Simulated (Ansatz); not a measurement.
Consider the formal exchange of groups at a Zr–S bond: `[F][Zr]([F])([F])[SH]` + `C#C` → `C#[C][Zr]([F])([F])[F]` + H₂S.

Isolated molecules relaxed with PBE0-D4/def2-TZVP in Ansatz; ΔE leaves out vibrations. CCSD(T)/CBS adds triple-zeta CCSD(T) − MP2 to the extrapolated MP2 energy (def2 sets, frozen cores). This one scheme is used for every species. DFT in def2-TZVPP. def2 core potentials past Kr. For Zr outer-core shells are correlated without core-valence functions, which leaves a few kJ/mol of doubt a bond. Each species was taken in one conformer, which may not be the lowest.

**Question.** Is it downhill or uphill in electronic energy at CCSD(T)/CBS, and by how much? (Estimate.)

**Answer.** Computed: Uphill: ΔE = +14.5 kcal/mol.

**Question.** What do these levels give: PBE0-D4, CAM-B3LYP-D4, PBE0, LC-ωPBE, RPA@PBE/def2-TZVPP, HF/def2-SVP? (An estimate is asked.)

**Answer.** The calculation gave: PBE0-D4 15.2, CAM-B3LYP-D4 14.5, PBE0 15.1, LC-ωPBE 15.2, RPA@PBE/def2-TZVPP 11.6, HF/def2-SVP 13.3 kcal/mol.

Largest T1 diagnostic among the species: 0.018.

At CCSD(T), def2-SVP lies −2.2 kcal/mol from the extrapolated value and def2-TZVPP −1.3 kcal/mol. Leaving LDA and LC-ωPBE aside and taking each functional with its dispersion term where it has one, the values, not all of them listed here, spread over 1.2 kcal/mol, from BLYP-D4 to r2SCAN0-D4. LDA lies +1.4 kcal/mol from PBE without D4.
